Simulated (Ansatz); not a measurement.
`CC(=O)O[SiH2]F` + H₂ → `CC(=O)O[SiH3]` + H–F at 298.15 K and 1 bar (hydrogenolysis of the Si–F bond).

Isolated molecules relaxed with PBE0-D4/def2-TZVP in Ansatz; ΔE leaves out vibrations. CCSD(T)/CBS adds triple-zeta CCSD(T) − MP2 to the extrapolated MP2 energy (def2 sets, frozen cores). This one scheme is used for every species. Each species was taken in one conformer, which may not be the lowest.

```csv
species,CCSD(T)/CBS energy (Eh),H − E (kJ/mol),S (J/(mol·K))
`CC(=O)O[SiH2]F`,-618.45411,212.3,357.5
H₂,-1.17544,35.1,130.4
`CC(=O)O[SiH3]`,-519.18600,222.9,337.4
H–F,-100.39570,33.5,173.6
```

H − E and S are ideal-gas, rigid-rotor, harmonic terms from PBE0-D4/def2-TZVP, for one conformer and one mirror image of each species. The MP2-based limit puts H₂ 0.8 mEh under its directly extrapolated value; such offsets cancel only in part. 1 Eh = 2625.50 kJ/mol, R = 8.31446 J/(mol·K).

Question: By hand: ΔE, ΔH, ΔS and ΔG.

Answer: ΔE = (-519.18600) + (-100.39570) − (-618.45411) − (-1.17544) = 0.04785 Eh = 125.6 kJ/mol. Δ(H − E) = 222.9 + 33.5 − 212.3 − 35.1 = 9.0, so ΔH = 134.6 kJ/mol. ΔS = 337.4 + 173.6 − 357.5 − 130.4 = 23.1 J/(mol·K). ΔG = 134.6 − 298.15 × (23.1)/1000 = 127.7 kJ/mol.

Question: By hand: the equilibrium constant, and the temperature at which ΔG would vanish if ΔH and ΔS stayed fixed.

Answer: log₁₀ K = −ΔG/(RT ln 10) = -22.4. ΔG = 0 at ΔH/ΔS = 5827 K, far beyond where these terms or the molecules hold.

ΔH outweighs TΔS. A doubt of 5 kJ/mol in ΔE shifts log₁₀ K by 0.9 here. Other conformers and mirror images would add mixing entropy, several J/(mol·K) or more a flexible species. These are equilibria of isolated gas molecules and say nothing of rates. Largest T1 diagnostic: 0.014 (customary marks: 0.02 for closed shells, 0.045 for open ones).
